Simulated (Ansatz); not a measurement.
## A basis-limit estimate, worked out

The pair of F⁻ (SMILES [F-], atom 1) and SiNH$_{5}$ (SMILES [SiH3]N, atoms 2–8), both closed shells, in one local arrangement (a lower one may exist), relaxed at PBE0-D4/def2-TZVPD:

F1  (0.822, -0.006, -2.175)
Si2  (0.214, -0.031, -0.535)
N3  (-0.352, -0.277, 1.231)
H4  (1.647, -0.170, -0.059)
H5  (-0.740, -1.130, -0.959)
H6  (-0.296, 1.392, -0.702)
H7  (-1.359, -0.176, 1.331)
H8  (0.064, 0.398, 1.867)
(Å)

Both fragments are computed in the basis of the whole pair.

Computed with Ansatz 0.2.0 (basis: def2-TZVPPD and def2-QZVPPD); correlated methods freeze the cores.

Energies in eV:

| quantity | pair | first fragment | second fragment |
| --- | --- | --- | --- |
| Hartree–Fock, triple zeta (X = 3) | -12132.55522 | -2706.33258 | -9423.24997 |
| Hartree–Fock, quadruple zeta (X = 4) | -12132.98996 | -2706.42196 | -9423.55945 |
| MP2 correlation, X = 3 | -17.63042 | -7.87207 | -9.87219 |
| MP2 correlation, X = 4 | -18.96076 | -8.52317 | -10.50320 |
| CCSD(T) correlation, X = 3 | -18.96270 | -7.97918 | -11.09598 |

Question: Work out the interaction energy at the basis limit: extrapolate Hartree–Fock as E(X) = E∞ + A exp(−7.88 √X) and the MP2 correlation as E(X) = E∞ + B X^−2.97 (the exponents that Neese and Valeev fitted for def2-TZVPP and QZVPP, reused here for the diffuse sets), then add CCSD(T) − MP2 in triple zeta.

Answer: Each step is linear, so take the differences first (pair − first fragment − second fragment): Hartree–Fock -2.97267 (X = 3) and -3.00855 (X = 4); MP2 correlation 0.11384 and 0.06561; CCSD(T) correlation 0.11246.
Two points give E∞ = E(4) + w [E(4) − E(3)], with w = 1/(exp(7.88 (2 − √3)) − 1) = 0.1377 for Hartree–Fock and w = 1/((4/3)^2.97 − 1) = 0.7407 for the correlation.
Hartree–Fock: -3.00855 + 0.1377 × (-0.03588) = -3.0135 eV.
MP2 correlation: 0.06561 + 0.7407 × (-0.04823) = 0.0299 eV.
CCSD(T) − MP2: 0.11246 − 0.11384 = -0.0014 eV.
Sum: -3.0135 + 0.0299 + (-0.0014) = -2.9850 eV, or -68.84 kcal/mol. Plain CCSD(T) in triple zeta gives -2.8602 eV, so the larger basis shifts the result by -0.1248 eV.

T1 diagnostic: at most 0.023.

For scale, one of the runs: CCSD(T)/def2-TZVPPD, 210 basis functions, launched by `ansatz run in.yaml --threads 2 --pin off --events-out ev --progress --plain --max-ram 5222MiB`. Hardware: 2 CPU threads of an Intel Xeon 6975P-C, shared host. Wall time 22 s; peak host memory 3 GiB.
